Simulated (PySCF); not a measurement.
Si, charge +1, doublet; BHANDHLYP/def2-TZVP, TDA in PySCF.

The PySCF input:
```python
from pyscf import gto, scf, dft, tdscf

mol = gto.M(
    atom='''
Si    0.000000    0.000000    0.000000
''',
    basis='def2-tzvp',
    charge=1,
    spin=1,
    verbose=4,
)

mf = dft.UKS(mol)
mf.xc = 'bhandhlyp'
mf.kernel()
td = mf.TDA()
td.nstates = 5
td.kernel()
td.analyze()
```

What the program printed (banner, timings and long lists left out):

```
PySCF version 2.14.0

[INPUT] verbose = 4
[INPUT] num. atoms = 1
[INPUT] num. electrons = 13
[INPUT] charge = 1
[INPUT] spin (= nelec alpha-beta = 2S) = 1
[INPUT] symmetry False subgroup None
[INPUT] Mole.unit = angstrom
[INPUT] Symbol           X                Y                Z      unit          X                Y                Z       unit  Magmom
[INPUT]  1 Si     0.000000000000   0.000000000000   0.000000000000 AA    0.000000000000   0.000000000000   0.000000000000 Bohr   0.0

nuclear repulsion = 0
number of shells = 13
number of NR pGTOs = 63
number of NR cGTOs = 37
basis = def2-tzvp
ecp = {}

******** <class 'pyscf.dft.uks.UKS'> ********
method = UKS
initial guess = minao
damping factor = 0
level_shift factor = 0
DIIS = <class 'pyscf.scf.diis.CDIIS'>
diis_start_cycle = 1
diis_space = 8
diis_damp = 0
SCF conv_tol = 1e-09
SCF conv_tol_grad = None
SCF max_cycles = 50
direct_scf = True
direct_scf_tol = 1e-13
number electrons alpha = 7  beta = 6
XC library pyscf.dft.libxc version 7.1.2
    S. Lehtola, C. Steigemann, M. J. T. Oliveira, and M. A. L. Marques,  SoftwareX 7, 1–5 (2018)
XC functionals = bhandhlyp
    A. D. Becke,  J. Chem. Phys. 98, 1372 (1993)
    Defined through Gaussian implementation.
radial grids:
    Treutler-Ahlrichs [JCP 102, 346 (1995); DOI:10.1063/1.469408] (M4) radial grids

becke partition: Becke, JCP 88, 2547 (1988); DOI:10.1063/1.454033
pruning grids: <function nwchem_prune>
grids dens level: 3
symmetrized grids: False
atomic radii adjust function: <function treutler_atomic_radii_adjust>
small_rho_cutoff = 0
Set gradient conv threshold to 3.16228e-05
tot grids = 19184
init E= -289.238389208475

cycle= 1 E= -289.04817531351  delta_E= 0.19  |g|= 0.17  |ddm|= 0.591
cycle= 2 E= -289.082238855741  delta_E= -0.0341  |g|= 0.0698  |ddm|= 0.589
cycle= 3 E= -289.08340004231  delta_E= -0.00116  |g|= 0.0116  |ddm|= 0.0629
cycle= 4 E= -289.083569803753  delta_E= -0.00017  |g|= 0.00256  |ddm|= 0.0315
cycle= 5 E= -289.083580560579  delta_E= -1.08e-05  |g|= 0.000305  |ddm|= 0.00815
cycle= 6 E= -289.083580672033  delta_E= -1.11e-07  |g|= 1.91e-05  |ddm|= 0.00074
cycle= 7 E= -289.083580672622  delta_E= -5.89e-10  |g|= 2.41e-06  |ddm|= 6.64e-05
Extra cycle  E= -289.08358067263  delta_E= -7.56e-12  |g|= 6.17e-07  |ddm|= 6.61e-06
converged SCF energy = -289.08358067263  <S^2> = 0.75653216  2S+1 = 2.0065215

******** <class 'pyscf.tdscf.uks.TDA'> for <class 'pyscf.dft.uks.UKS'> ********
nstates = 5
deg_eia_thresh = 1.000e-03
wfnsym = None
conv_tol = 1e-05
eigh lindep = 1e-12
eigh level_shift = 0
eigh max_cycle = 100

Excitation energies (eV)
[0.14207403 0.14207898 5.7467535  5.74675367 7.71162176]

** Excitation energies and oscillator strengths **
Excited State   1:      0.14207 eV   8726.73 nm  f=0.0000
       7a ->    8a      0.99540
Excited State   2:      0.14208 eV   8726.43 nm  f=0.0000
       7a ->    9a      0.99540
Excited State   3:      5.74675 eV    215.75 nm  f=0.0021
       6a ->    9a     -0.54434
       7a ->   11a     -0.21152
       6b ->    7b      0.80178
Excited State   4:      5.74675 eV    215.75 nm  f=0.0021
       6a ->    8a     -0.54434
       7a ->   12a     -0.21153
       6b ->    8b      0.80178
Excited State   5:      7.71162 eV    160.78 nm  f=0.0408
       7a ->   10a     -0.49144
       6b ->    9b     -0.86044

** Transition electric dipole moments (AU) **
state          X           Y           Z        Dip. S.      Osc.
  1         0.0000      0.0000     -0.0000      0.0000      0.0000
  2         0.0000     -0.0000      0.0000      0.0000      0.0000
  3        -0.0740     -0.0037      0.0982      0.0151      0.0021
  4         0.0958     -0.0296      0.0711      0.0151      0.0021
  5        -0.0812     -0.4507     -0.0783      0.2158      0.0408

** Transition velocity dipole moments (imaginary part, AU) **
state          X           Y           Z        Dip. S.      Osc.
  1         0.0000     -0.0000      0.0000      0.0000      0.0000
  2         0.0000     -0.0000     -0.0000      0.0000      0.0000
  3         0.0050      0.0003     -0.0066      0.0001      0.0002
  4        -0.0065      0.0020     -0.0048      0.0001      0.0002
  5        -0.0150     -0.0832     -0.0145      0.0074      0.0173

** Transition magnetic dipole moments (imaginary part, AU) **
state          X           Y           Z
  1        -0.5995     -0.0316      0.8042
  2        -0.7855      0.2417     -0.5760
  3        -0.0000      0.0000     -0.0000
  4         0.0000      0.0000      0.0000
  5         0.0000     -0.0000      0.0000
```
